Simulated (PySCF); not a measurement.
**C7H11: g tensor and hyperfine couplings**

Species: C7H11 (doublet state).
Cartesian coordinates in Å at the GFN2-xTB level; atoms count from 1:
```
atom  x, y, z in Å
C1     0.0304    1.9540    0.4124
C2    -0.0212    1.0137   -0.7203
C3     0.1493   -0.3905   -0.1537
C4     1.5018   -0.9019    0.0110
C5     2.6371   -0.2421   -0.1892
C6    -0.8877   -1.1412    0.2406
C7    -2.3366   -0.7942    0.2008
H8    -0.8513    2.1389    0.9956
H9     0.9755    2.2407    0.8318
H10   -0.9743    1.0805   -1.2459
H11    0.7820    1.2035   -1.4338
H12    1.5514   -1.9336    0.3398
H13    2.6703    0.7874   -0.5010
H14    3.5917   -0.7153   -0.0346
H15   -0.6814   -2.1271    0.6419
H16   -2.7804   -0.9592    1.1827
H17   -2.8562   -1.4454   -0.5041
H18   -2.5092    0.2381   -0.0856
```

The hyperfine couplings belong to this conformer and change with its torsions.

As a line formula: `[CH2]C/C(C=C)=C\C` [radical].

Computed with UKS B3LYP, pcH-1 on C H, non-relativistic, mean-field spin-orbit, GIAO (PySCF 2.14.0). The structure is a single GFN2-xTB conformer in the gas phase; no vibrational or solvent corrections. A GFN2-xTB geometry isn't a minimum of the functional, and hyperfine couplings can be far from their values at a DFT geometry. No stability test was run, so a lower SCF solution isn't excluded.

* g1, g2, g3: 2.00220, 2.00271, 2.00280
* g_iso: 2.00257
* Form of g: rhombic: the two nearest values differ by 15 % of g3 − g1
* ⟨S²⟩: 0.7541 (exact 0.7500)
* α and β electrons: 27, 26
* HOMO–LUMO gap, α and β orbitals: 4.71, 4.64 eV

Isotropic coupling and dipolar principal values T1 to T3, in mT (MHz turned into mT with g_iso):

| atom | isotope | a_iso | T1 | T2 | T3 | Mulliken spin population |
| --- | --- | --- | --- | --- | --- | --- |
| C1 | 13C | 3.56 | -2.89 | -2.86 | 5.75 | 1.07 |
| C2 | 13C | -0.99 | -0.10 | 0.02 | 0.09 | -0.08 |
| C3 | 13C | 2.66 | -0.33 | -0.18 | 0.51 | 0.02 |
| C4 | 13C | 0.00 | -0.04 | 0.01 | 0.03 | 0.01 |
| C5 | 13C | -0.05 | -0.08 | 0.02 | 0.06 | -0.01 |
| C6 | 13C | 0.12 | -0.18 | -0.13 | 0.31 | 0.05 |
| C7 | 13C | -0.06 | -0.02 | 0.00 | 0.02 | 0.00 |
| H8 | 1H | -2.10 | -1.38 | -0.02 | 1.40 | -0.04 |
| H9 | 1H | -2.13 | -1.39 | -0.02 | 1.40 | -0.04 |
| H10 | 1H | 1.01 | -0.19 | -0.15 | 0.34 | 0.01 |
| H11 | 1H | 1.23 | -0.18 | -0.17 | 0.34 | 0.01 |
| H12 | 1H | 0.12 | -0.05 | -0.04 | 0.08 | 0.00 |
| H13 | 1H | 0.06 | -0.09 | -0.08 | 0.17 | 0.00 |
| H14 | 1H | 0.03 | -0.03 | -0.01 | 0.04 | 0.00 |
| H15 | 1H | 0.10 | -0.10 | -0.04 | 0.15 | 0.00 |
| H16 | 1H | 0.18 | -0.05 | -0.03 | 0.08 | 0.00 |
| H17 | 1H | 0.16 | -0.04 | -0.02 | 0.06 | 0.00 |
| H18 | 1H | 0.01 | -0.09 | -0.06 | 0.14 | 0.00 |

The Mulliken spin populations are largest on C1 (+1.07) and C2 (-0.08). C1 is the only atom above +0.15. The positive populations add up to 1.18 and the negative ones to -0.18, together 2S = 1. The angles at C1 add up to 357.8°, so it is nearly planar; its axial dipolar tensor and the negative couplings of its protons fit spin in a p orbital normal to that plane.

Axes: g2 points within 13° of the C1–H9 bond.

Under fast tumbling the dipolar parts average out, and these isotropic splittings remain (the largest six): 2 × 1H (H8/H9, I = 1/2, 3 lines) with 2.12 mT, 2 × 1H (H10/H11, I = 1/2, 3 lines) with 1.12 mT, 3 × 1H (H16/H17/H18, I = 1/2, 4 lines) with 0.12 mT, 1 × 1H (H12, I = 1/2, 2 lines) with 0.12 mT, 1 × 1H (H15, I = 1/2, 2 lines) with 0.10 mT and 1 × 1H (H13, I = 1/2, 2 lines) with 0.06 mT.

Nuclei that the bonding pattern makes equivalent are averaged, as if the motion that swaps them (rotation, inversion, ring flip) were fast. The 1H value of +31.4 MHz is a mean of couplings from 28.3 to 34.4 MHz in this one geometry, not an average over conformers.

The 13C coupling of C1 (99.8 MHz) shows only in satellite lines or after enrichment, since that isotope makes up about 1.07 % of natural carbon.

Examples of negative spin density at the nucleus (bohr⁻³): C2 (-0.0246), H8/H9 (-0.0133) and C7 (-0.0016).
